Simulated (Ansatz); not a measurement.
A single point on H$_{3}$O$_{3}$Si, SMILES `O[Si](O)O` radical.

```yaml
crystal:
  periodic: [false, false, false]
  atoms:
    - {symbol: O, position_ang: [-1.063778, 1.054741, 0.036087]}
    - {symbol: Si, position_ang: [-0.335007, -0.422147, -0.018135]}
    - {symbol: O, position_ang: [0.491951, -0.811747, 1.340304]}
    - {symbol: O, position_ang: [0.775875, -0.339912, -1.225001]}
    - {symbol: H, position_ang: [-1.837905, 1.138462, 0.595929]}
    - {symbol: H, position_ang: [1.450346, -0.764586, 1.282527]}
    - {symbol: H, position_ang: [0.518528, 0.145180, -2.011711]}
basis:
  gaussian: {orbitals: def2-QZVPP}
magnetization: {spin_polarized: true, initial_magnetization: 1}
correlation: {method: mp2}
scf: {omitted_lower_state_checks: [cluster_reference]}
```

```sh
$ ansatz run in.yaml --threads 2 --pin off --events-out ev --progress --plain
```

It prints (some lines left out):

```
Functional definition: HF
2037 factors; integrals over basis functions are off by at most 1.0e-3 eV
mean field evaluation 1: about -14022.2346 eV, gradient 4.0e1 eV
mean field evaluation 2: about -14022.2359 eV, gradient 4.0e1 eV
mean field evaluation 4: about -14028.1012 eV, gradient 2.9e0 eV
mean field evaluation 8: about -14028.2210 eV, gradient 2.0e-1 eV
mean field -14028.22163117 eV, -515.5276362754 hartree, gradient 3.0e-6 eV, S^2 0.753063; 0 other end points of the search recorded, 0 dependent functions left out
8 core orbitals not correlated: weight in the atoms' cores, before any rotation towards them, 1.000 or more for the frozen orbitals, at most 0.000 for the correlated occupied ones
reference -14028.22163117 eV, -515.5276362754 hartree; 13, 12 occupied and 310, 311 virtual orbitals, 2037 factors
second order -24.09166070 eV of doubles, -0.00000000 eV of singles
Total energy: -14052.31329187 eV, -516.4129884762 hartree
Checks for a lower state left out: cluster_reference
```

Hardware: 2 threads of a server CPU on a shared host. Wall time 14 s, peak host memory 1.3 GiB.
